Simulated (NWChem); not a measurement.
System: CH$_{3}$Cl$_{3}$Si; SMILES C[Si](Cl)(Cl)Cl

Here is an NWChem input.

```
start job
memory heap 200 mb stack 900 mb global 1100 mb
geometry units angstroms noautosym nocenter noautoz
  C      0.000000     0.000000    -2.128085
  Si     0.000000     0.000000    -0.266924
  Cl    -0.782184     1.769392     0.456094
  Cl    -1.141246    -1.562088     0.456094
  Cl     1.923431    -0.207305     0.456094
  H      0.606510     0.829502    -2.506205
  H      0.415115    -0.940004    -2.506205
  H     -1.021625     0.110502    -2.506205
end
basis spherical
  C library def2-svp
  Si library def2-svp
  Cl library def2-svp
  H library def2-svp
end
dft
  xc m06-2x
  iterations 150
end
cosmo
  do_cosmo_smd true
  solvent water
end
task dft energy
```

Output (shortened):

```
             Northwest Computational Chemistry Package (NWChem) 7.3.0
             --------------------------------------------------------

                             Geometry "geometry" -> ""
                             -------------------------

 Output coordinates in angstroms (scale by  1.889725989 to convert to a.u.)

  No.       Tag          Charge          X              Y              Z
 ---- ---------------- ---------- -------------- -------------- --------------
    1 C                    6.0000     0.00000000     0.00000000    -2.12808500
    2 Si                  14.0000     0.00000000     0.00000000    -0.26692400
    3 Cl                  17.0000    -0.78218400     1.76939200     0.45609400
    4 Cl                  17.0000    -1.14124600    -1.56208800     0.45609400
    5 Cl                  17.0000     1.92343100    -0.20730500     0.45609400
    6 H                    1.0000     0.60651000     0.82950200    -2.50620500
    7 H                    1.0000     0.41511500    -0.94000400    -2.50620500
    8 H                    1.0000    -1.02162500     0.11050200    -2.50620500

 Effective nuclear repulsion energy (a.u.)     434.8266036967

                                 NWChem DFT Module
                                 -----------------

 Summary of "ao basis" -> "ao basis" (spherical)
 ------------------------------------------------------------------------------
       Tag                 Description            Shells   Functions and Types
 ---------------- ------------------------------  ------  ---------------------
 C                          def2-svp                 6       14   3s2p1d
 Si                         def2-svp                 8       18   4s3p1d
 Cl                         def2-svp                 8       18   4s3p1d
 H                          def2-svp                 3        5   2s1p

 in cosmo_initialize ...
 calling solv_data for solv:h2o

 solvent parameters
 solvname_short: h2o
 solvname_long:  water
 dielec:       78.4000
 dielecinf:     1.7769
 aqueous SMD model solvent descriptors
 dielec:       78.4000
 sola:          0.8200

          ---------------
          -cosmo- solvent
          ---------------
 Cosmo: York-Karplus, doi: 10.1021/jp992097l
 dielectric constant -eps-     =  78.40
 screen = (eps-1)/(eps    )    =   0.98724
 surface charge correction     = lagrangian

   van der Waals surface
 --------------------------

 ---------- ATOMIC COORDINATES (A.U.) ------------ VDWR(ANG.) --
     1    0.00000000    0.00000000   -4.02149753     1.850
     2    0.00000000    0.00000000   -0.50441322     2.470
     3   -1.47811343    3.34366605    0.86189269     2.380
     4   -2.15664223   -2.95191829    0.86189269     2.380
     5    3.63475755   -0.39174965    0.86189269     2.380
     6    1.14613771    1.56753149   -4.73604072     1.200
     7    0.78445360   -1.77634999   -4.73604072     1.200
     8   -1.93059131    0.20881850   -4.73604072     1.200
 number of segments per atom =        128
 number of   points per atom =        128
 atom (   nspa,  nppa )
 ----------------------
    1 (     49,     0 )       0
    2 (     22,     0 )       0
    3 (     89,     0 )       0
    4 (     88,     0 )       0
    5 (     88,     0 )       0
    6 (     53,     0 )       0
    7 (     54,     0 )       0
    8 (     52,     0 )       0
 number of -cosmo- surface points =      495
 molecular surface =    173.118 angstrom**2
 molecular volume  =    175.554 angstrom**3
 -lineq- algorithm             =   0
 -bem- low  level              =   3
 -bem- from -octahedral-
 gaussian surface charge width =   4.50000
 degree of switching           =   1.00000
 switching function tolerance  =   0.00010
 atomic radii =
 --------------
    1  6.000  1.850
    2 14.000  2.470
    3 17.000  2.380
    4 17.000  2.380
    5 17.000  2.380
    6  1.000  1.200
    7  1.000  1.200
    8  1.000  1.200
 ...... end of -cosmo- initialization ......

 nat:                     8
 ixmem:                  3618
 calling mnsol_interface()
 G(SMD-CDS) energy (kcal/mol)  =     2.514
 SMD-CDS SASA (angstrom**2)    =   167.599

            General Information
            -------------------
          SCF calculation type: DFT
          Wavefunction type:  closed shell.
          No. of atoms     :     8
          No. of electrons :    74
           Alpha electrons :    37
            Beta electrons :    37
          Charge           :     0
          Spin multiplicity:     1
          Use of symmetry is: off; symmetry adaption is: off
          Maximum number of iterations: 150
          AO basis - number of functions:   101
                     number of shells:    47
          Convergence on energy requested:  1.00D-06
          Convergence on density requested:  1.00D-05
          Convergence on gradient requested:  5.00D-04

              XC Information
              --------------
                       M06-2X Method XC Functional
                     Hartree-Fock (Exact) Exchange  0.540
                        M06-2X Exchange Functional  1.000
                      M06-2X Correlation Potential  1.000

             Grid Information
             ----------------
          Grid used for XC integration:  medium
          Radial quadrature: Mura-Knowles
          Angular quadrature: Lebedev.
          Tag              B.-S. Rad. Rad. Pts. Rad. Cut. Ang. Pts.
          ---              ---------- --------- --------- ---------
          C                   0.70       49           9.0       434
          Si                  1.10       88           8.0       590
          Cl                  1.00       88          11.0       590
          H                   0.35       45          10.0       434
          Grid pruning is: on
          Number of quadrature shells:   536
          Spatial weights used:  Erf1

      Superposition of Atomic Density Guess
      -------------------------------------

 Sum of atomic energies:       -1705.83174948

      Non-variational initial energy
      ------------------------------

 Total energy =   -1707.469216
 1-e energy   =   -3224.694018
 2-e energy   =    1082.398198
 HOMO         =      -0.386563
 LUMO         =       0.070941

   convergence    iter        energy       DeltaE   RMS-Dens  Diis-err
 ---------------- ----- ----------------- --------- --------- ---------
     COSMO gas phase
 d= 0,ls=0.0,diis     1  -1709.4829423394 -2.14D+03  1.13D-02  4.80D-01
 d= 0,ls=0.0,diis     2  -1709.4954802955 -1.25D-02  5.79D-03  3.76D-01
 d= 0,ls=0.0,diis     3  -1709.5491646106 -5.37D-02  7.05D-04  5.88D-03
 d= 0,ls=0.0,diis     4  -1709.5499611091 -7.96D-04  1.52D-04  3.45D-04
 d= 0,ls=0.0,diis     5  -1709.5500040675 -4.30D-05  4.38D-05  2.06D-05
  Resetting Diis
 d= 0,ls=0.0,diis     6  -1709.5500073440 -3.28D-06  9.96D-06  9.68D-07
 d= 0,ls=0.0,diis     7  -1709.5500074869 -1.43D-07  2.04D-06  2.13D-08

   convergence    iter        energy       DeltaE   RMS-Dens  Diis-err
 ---------------- ----- ----------------- --------- --------- ---------
     COSMO solvation phase
 d= 0,ls=0.0,diis     1  -1709.5498660779  1.41D-04  8.82D-04  1.42D-03
 d= 0,ls=0.0,diis     2  -1709.5503827059 -5.17D-04  2.52D-04  3.17D-04
 d= 0,ls=0.0,diis     3  -1709.5504302031 -4.75D-05  1.17D-04  7.25D-05
 d= 0,ls=0.0,diis     4  -1709.5504440071 -1.38D-05  2.81D-05  4.16D-06
 d= 0,ls=0.0,diis     5  -1709.5504447638 -7.57D-07  6.28D-06  1.12D-07

         Total DFT energy =    -1709.550444763787
      One electron energy =    -3226.574710282818
           Coulomb energy =     1194.641591624762
    Exchange-Corr. energy =     -112.281085661346
 Nuclear repulsion energy =      434.826603696696

             COSMO energy =       -0.162844141082

 Numeric. integr. density =       74.000002481331

                                COSMO-SMD solvation results
                                ---------------------------

             internal energy in gas <Psi(g)|H|Psi(g)> =     -1709.550007486946
         internal energy in solvent <Psi(s)|H|Psi(s)> =     -1709.549308870203
                               delta internal energy  =         0.000698616743 (    0.44 kcal/mol)
   total free energy in solvent <Psi(s)|H+V/2|Psi(s)> =     -1709.554450972524
 polarization energy contribution <Psi(s)|V/2|Psi(s)> =        -0.005142102321 (   -3.23 kcal/mol)
    total free energy in solvent including G(SMD-CDS) =     -1709.550444763787
                       G(SMD-CDS) energy contribution =         0.004006208737 (    2.51 kcal/mol)
     1 M fixed-concentration free energy of solvation =        -0.000437276841 (   -0.27 kcal/mol)

                       DFT Final Molecular Orbital Analysis
                       ------------------------------------

 Vector   35  Occ=2.000000D+00  E=-3.930506D-01
              MO Center= -9.4D-02, -6.1D-01,  3.4D-01, r^2= 4.5D+00
   Bfn.  Coefficient  Atom+Function         Bfn.  Coefficient  Atom+Function
  ----- ------------  ---------------      ----- ------------  ---------------
    63      0.386791  4 Cl pz                60      0.283962  4 Cl pz
    81     -0.275213  5 Cl pz                79      0.212019  5 Cl px
    61      0.202620  4 Cl px                78     -0.202041  5 Cl pz
    62      0.196148  4 Cl py                57      0.163233  4 Cl pz
    76      0.154366  5 Cl px                44      0.151792  3 Cl py

 Vector   36  Occ=2.000000D+00  E=-3.829182D-01
              MO Center= -2.1D-03, -1.6D-03,  4.5D-01, r^2= 4.9D+00
   Bfn.  Coefficient  Atom+Function         Bfn.  Coefficient  Atom+Function
  ----- ------------  ---------------      ----- ------------  ---------------
    80     -0.386542  5 Cl py                43      0.355658  3 Cl px
    61     -0.314635  4 Cl px                77     -0.282843  5 Cl py
    40      0.260263  3 Cl px                58     -0.230242  4 Cl px
    62      0.229868  4 Cl py                59      0.168223  4 Cl py
    74     -0.162262  5 Cl py                44      0.157651  3 Cl py

 Vector   37  Occ=2.000000D+00  E=-3.789627D-01
              MO Center= -6.7D-04, -9.7D-04, -5.5D-01, r^2= 4.5D+00
   Bfn.  Coefficient  Atom+Function         Bfn.  Coefficient  Atom+Function
  ----- ------------  ---------------      ----- ------------  ---------------
     6      0.337938  1 C  pz                45      0.284640  3 Cl pz
    63      0.285174  4 Cl pz                81      0.284649  5 Cl pz
     9      0.208931  1 C  pz                42      0.208306  3 Cl pz
    60      0.208708  4 Cl pz                78      0.208326  5 Cl pz
    24     -0.192536  2 Si pz                 3      0.182614  1 C  s

 Vector   38  Occ=0.000000D+00  E= 4.974228D-02
              MO Center=  1.4D-04, -5.8D-05,  3.2D-01, r^2= 3.6D+00
   Bfn.  Coefficient  Atom+Function         Bfn.  Coefficient  Atom+Function
  ----- ------------  ---------------      ----- ------------  ---------------
    17      0.916699  2 Si s                 27      0.575463  2 Si pz
    18      0.477089  2 Si s                 79      0.468933  5 Cl px
    44      0.431236  3 Cl py                16      0.390108  2 Si s
    62     -0.380721  4 Cl py                36     -0.277792  3 Cl s
    54     -0.277848  4 Cl s                 61     -0.278232  4 Cl px

 Vector   39  Occ=0.000000D+00  E= 8.175771D-02
              MO Center=  9.7D-02, -1.9D-01, -4.0D-01, r^2= 3.6D+00
   Bfn.  Coefficient  Atom+Function         Bfn.  Coefficient  Atom+Function
  ----- ------------  ---------------      ----- ------------  ---------------
    26      1.153513  2 Si py                36     -0.564119  3 Cl s
    25     -0.476064  2 Si px                44      0.374843  3 Cl py
    23      0.370975  2 Si py                61      0.345985  4 Cl px
    54      0.294429  4 Cl s                 72      0.270127  5 Cl s
    45      0.268569  3 Cl pz                80     -0.256095  5 Cl py

 Vector   40  Occ=0.000000D+00  E= 8.182002D-02
              MO Center= -9.6D-02,  1.9D-01, -4.0D-01, r^2= 3.6D+00
   Bfn.  Coefficient  Atom+Function         Bfn.  Coefficient  Atom+Function
  ----- ------------  ---------------      ----- ------------  ---------------
    25      1.152931  2 Si px                72     -0.495643  5 Cl s
    54      0.481157  4 Cl s                 26      0.475996  2 Si py
    62      0.382465  4 Cl py                22      0.371214  2 Si px
    79      0.344594  5 Cl px                43     -0.286156  3 Cl px
    81      0.236345  5 Cl pz                63     -0.228860  4 Cl pz

     Multipole analysis of the density
     ---------------------------------

     L   x y z        total         alpha         beta         nuclear
     -   - - -        -----         -----         ----         -------
     0   0 0 0      0.000000    -37.000000    -37.000000     74.000000

     1   1 0 0      0.000479      0.000224      0.000224      0.000032
     1   0 1 0     -0.000116     -0.000042     -0.000042     -0.000032
     1   0 0 1     -1.105553      0.168406      0.168406     -1.442365

     2   2 0 0    -43.857079   -195.159423   -195.159423    346.461768
     2   1 1 0      0.002002      0.001010      0.001010     -0.000018
     2   1 0 1     -0.001229     -0.000629     -0.000629      0.000028
     2   0 2 0    -43.857145   -195.159494   -195.159494    346.461844
     2   0 1 1      0.001832      0.000930      0.000930     -0.000028
     2   0 0 2    -39.498227   -122.635496   -122.635496    205.772766
```

Level: M06-2X/def2-SVP, SMD on the gas-phase geometry. Geometry: optimised at B3LYP/6-31G* (spherical d). Solvent: water.
